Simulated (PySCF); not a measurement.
Compound: C₈H₈FN.
Z-matrix (Å and degrees, PBE0-D3(BJ)/def2-SVP geometry), rows numbered from 1:
```
F 
C   1  1.3674
C   2  1.4986  1  110.20
N   3  1.2657  2  120.92  1   177.86
C   4  1.3985  3  120.68  2   177.30
C   5  1.4033  4  122.79  3   -41.51
C   6  1.3927  5  120.22  4  -179.42
C   7  1.3941  6  120.40  5    -0.19
C   8  1.3958  7  119.58  6     0.90
C   9  1.3906  8  120.31  7    -0.02
H   2  1.1041  1  109.62  3   120.92
H   2  1.1045  1  109.44  3  -121.13
H   3  1.1091  2  115.29  1    -1.48
H   6  1.0925  5  119.52  4    -1.25
H   7  1.0927  6  119.55  5   179.39
H   8  1.0922  7  120.19  6  -180.00
H   9  1.0926  8  120.02  7   179.33
H  10  1.0916  5  118.34  4    -0.23
```

Computed with TDDFT B3LYP/def2-SVPD, vertical, gas phase, core orbitals frozen in the response (PySCF).

Kohn–Sham orbitals with the atoms that hold most of them (Löwdin shares over 4%, at most four atoms; ? is withheld):

| orbital | ε (eV) | atoms |
| --- | --- | --- |
| HOMO-3 | -9.07 | N4 22%, C3 12%, C2 9%, C8 9% |
| HOMO-2 | -7.93 | N4 44%, C3 15%, C5 10%, C2 6% |
| HOMO-1 | -7.27 | C6 22%, C9 22%, C10 19%, C7 18% |
| HOMO | -6.61 | ? |
| LUMO | -1.57 | ? |
| LUMO+1 | -0.62 | C7 19%, C10 19%, C9 18%, C6 17% |
| LUMO+2 | 0.11 | C5 16%, N4 16%, C8 15%, C9 10% |

Which atoms hold the HOMO, and with what shares?

N4 (bonded to 2 C) 20%; C8 (bonded to 2 C and H) 17%; C5 (bonded to 2 C and N) 16%; C10 (bonded to 2 C and H) 10%. By element: carbon 43% or more, nitrogen 20%.

Give the leading atoms of the LUMO.

C3 (bonded to C, N and H) 29%; N4 (bonded to 2 C) 22%; C8 (bonded to 2 C and H) 8%; C5 (bonded to 2 C and N) 7%. By element: carbon 44% or more, nitrogen 22%.

How does S1 compare with the orbital gap of 5.04 eV?

S1 is at 4.23 eV (f = 0.120), 0.81 eV below the gap, made of HOMO→LUMO (83%), HOMO-2→LUMO (12%). Without the coupling terms of the response equations the lowest excitation would equal the gap.

Give energy, strength and leading configuration of S1, S3 and S6, and follow the Löwdin shares of the leading atoms from the occupied to the empty orbital.

- S1 (4.23 eV, f 0.120), HOMO→LUMO (83%): N4 20% → 22%, C8 17% → 8%, C3 at most 11% → 29%
- S3 (5.34 eV, f 0.132), HOMO-2→LUMO (78%): N4 44% → 22%, C3 15% → 29%
- S6 (6.34 eV, f 0.023), HOMO-2→LUMO+1 (75%): N4 44% → at most 18%, C3 15% → at most 18%, C7 at most 6% → 19%, C10 at most 6% → 19%

One conformer stands for the species.
